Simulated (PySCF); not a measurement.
Static response to an electric field

Compound: nitrosyl bromide, BrNO.
SMILES with atom numbers: `[O:1]=[N:2][Br:3]`

Cartesian coordinates in Å at the PBE0-D3(BJ)/def2-SVP level; atoms count from 1:
```
atom  x, y, z in Å
O1    -0.575    0.473   -0.986
N2    -0.536    0.332    0.133
Br3    1.124   -0.806    0.839
```

Level: wB97X-D/def2-SVPD (PySCF), static field, nuclei fixed, core orbitals frozen in the response. The polarisability tensor in these axes (au):

```
x    47.12 -12.92  12.44
y   -12.92  38.22  -9.20
z    12.44  -9.20  40.81
```

**Question.** Diagonalise the tensor; give its mean and Δα, where Δα² is half the sum of the squared differences of the eigenvalues.

**Answer.** Principal values 28.98, 31.29 and 65.89 au; mean 42.05 au = 6.23 Å³ = 6.93 × 10⁻⁴⁰ C²·m²/J; Δα = 35.81 au (85 % of the mean).

**Question.** What is the dipole moment, and where does it point?

**Answer.** (-1.37, 0.99, -1.02) D, 1.98 D in size, pointing from the negative to the positive side. Measured along this direction, the outermost atoms are Br3 at the negative end and O1 at the positive end.

**Question.** Traceless (Buckingham) quadrupole moment about the centre of nuclear charge: eigenvalues?

**Answer.** -2.57, -0.68, 3.25 D·Å. The values depend on the origin, since the dipole doesn't vanish. The electronic extent ⟨r²⟩ about the same centre is 305 bohr², a root-mean-square distance of 1.31 Å for the 50 electrons.

**Question.** What depolarisation ratio follows for Rayleigh scattering of linearly polarised light, taking the static tensor?

**Answer.** ρ = 3Δα²/(45ᾱ² + 4Δα²) = 3846.2/(79578 + 5128.3) = 0.0454.

**Question.** What would n − 1 = 2πNα be for an ideal gas of these molecules at 273.15 K and 1 atm, electronic part alone?

**Answer.** N = p/kT = 2.6868 × 10¹⁹ cm⁻³, so n − 1 = 2π × N × 6.23 × 10⁻²⁴ cm³ = 1052 × 10⁻⁶ at long wavelengths.

**Question.** How large is μ²/3kT at 400 K beside α?

**Answer.** In Gaussian units μ²/3kT = 23.56 Å³ against 6.23 Å³, a ratio of 3.78; the Debye molar polarisation (4π/3)N_A(α + μ²/3kT) is 75.2 cm³/mol, leaving out the vibrational part.

Isolated species at its PBE0-D3(BJ)/def2-SVP geometry, gas phase. The calculation is non-relativistic, for bromine too.
